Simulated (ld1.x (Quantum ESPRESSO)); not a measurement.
# Plane-wave convergence, TM potential for magnesium (Mg)

```
Element                 : Mg
Generator               : ld1.x (Quantum ESPRESSO) 7.5
Type                    : norm-conserving Troullier–Martins (Kleinman–Bylander form)
Functional              : PBE
Relativity              : scalar-relativistic
Frozen core             : [He]
Valence charge          : 10
Reference configuration : 2s2 2p6 3s2 3p0
Partial waves           : 2s (bound): rc 0.90 bohr; 2p (bound): rc 0.95 bohr
Local potential         : all-electron potential smoothed inside 0.70 bohr (lloc = -1)
Core correction         : a·sin(br)/r model core inside 0.50 bohr
```

Occupied shells without a wave of their own: 3s. They enter only through the test configuration that unscreens the potential, and ld1.x also counts them in the model core charge.

The pseudo-atom Hamiltonian at the reference potential is diagonalised in spherical Bessel functions j_l(qr) that vanish at 20 bohr, with q² up to the cutoff. All-electron valence levels (Ry): 2s -5.8685, 3s -0.3458, 2p -3.4261, 3p -0.0978.

Problem. How do the lowest levels (Ry) of each channel move with the cutoff, and are there ghosts?

Solution.

```tsv
cutoff (Ry)	s #1	s #2	s #3	p #1	p #2	d #1	f #1	Σ f·Δε (mRy)
8	-4.5190	-0.2555	0.0129	-0.4684	0.0056	0.0531	0.1080	20630.9
15	-5.4387	-0.3139	0.0053	-0.8249	-0.0147	0.0530	0.1080	16535.9
25	-5.7949	-0.3423	0.0019	-1.2667	-0.0341	0.0530	0.1080	13115.7
35	-5.8373	-0.3468	0.0013	-1.7001	-0.0498	0.0530	0.1080	10421.5
50	-5.8407	-0.3471	0.0013	-2.2424	-0.0665	0.0530	0.1080	7160.2
70	-5.8551	-0.3475	0.0013	-2.8112	-0.0819	0.0530	0.1080	3718.3
100	-5.8665	-0.3478	0.0012	-3.2834	-0.0937	0.0530	0.1080	861.3
140	-5.8677	-0.3479	0.0012	-3.4133	-0.0968	0.0530	0.1080	79.8
180	-5.8682	-0.3479	0.0012	-3.4251	-0.0971	0.0530	0.1080	7.5
260	-5.8687	-0.3479	0.0012	-3.4258	-0.0971	0.0530	0.1080	2.4
400	-5.8687	-0.3479	0.0012	-3.4262	-0.0971	0.0530	0.1080	0.0
```

Result: no extra level below or beside the all-electron valence levels (s, p, d, f tested); 10 mRy is reached at 180 Ry and 1 mRy at 300 Ry.

ld1.x takes every shell without a wave as core, so the model core holds the 3s electrons as well and exchange and correlation see them twice. This cancels in the reference configuration, but the file is broken for other ones, and its errors say nothing about a proper core correction. Its largest configuration-test error is -1029 meV.
